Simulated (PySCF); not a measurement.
## Vertical excitation energies

Species: C4H9FN2Si.
SMILES: `CC1=NN([SiH3])C[C@H]1F`

Theory: TDDFT wB97X-D/def2-SVPD, vertical, gas phase, core orbitals frozen in the response in PySCF. Isolated species at its GFN2-xTB geometry, gas phase.

```
state  λ (nm)  E (eV)       f  |μ| (D)  main configurations (H = HOMO, L = LUMO)
   S1   229.5    5.40   0.247     3.47                                 H→L (94%)
   S2   212.4    5.84  0.0075     0.58                               H→L+1 (89%)
   S3   200.0    6.20  0.0043     0.43                               H-1→L (92%)
   S4   194.0    6.39  0.0054     0.47     H→L+2 (49%), H→L+3 (28%), H→L+4 (14%)
   S5   179.8    6.90   0.026     1.00     H→L+2 (34%), H→L+4 (25%), H→L+3 (23%)
   S6   172.1    7.21   0.016     0.77     H→L+3 (36%), H→L+4 (31%), H→L+5 (12%)
   S7   169.3    7.32   0.042     1.22     H→L+6 (58%), H→L+4 (17%), H→L+5 (14%)
   S8   164.0    7.56  0.0020     0.26                  H→L+5 (60%), H→L+6 (29%)
```

Triplets, Tamm–Dancoff:

| state | E (eV) | λ (nm) | main configurations (H = HOMO, L = LUMO) |
| --- | --- | --- | --- |
| T1 | 3.68 | 337.1 | H→L (88%) |
| T2 | 5.30 | 234.0 | H-1→L (90%) |
| T3 | 5.73 | 216.3 | H→L+1 (82%), H→L+2 (11%) |

The lowest singlet comes at 230 nm (521 kJ/mol) in the ultraviolet; it is strong; its leading configuration is HOMO→LUMO (94%). The lowest level is also the most intense of those listed (f = 0.247). Löwdin shares by element: HOMO nitrogen 53%, carbon 19% or more, silicon 5% (atoms not listed hold the other 23%); LUMO nitrogen 39%, carbon 32% or more (atoms not listed hold the other 29%). Of the 8 states listed, 4 reach f = 0.01 and none stays under 0.0005. Weighted by f, the mean energy of these states is 5.87 eV. The listed states span 2.16 eV, and the widest gap between neighbours is 0.50 eV (S4 to S5). The window holds the lowest 8 singlets.

The run took 61 s of wall time (grids of density and orbitals included) on one thread of an Arm Neoverse V1, shared host with 32 logical CPUs at a one-minute load of 11, and the process peaked at 1.1 GiB of memory.
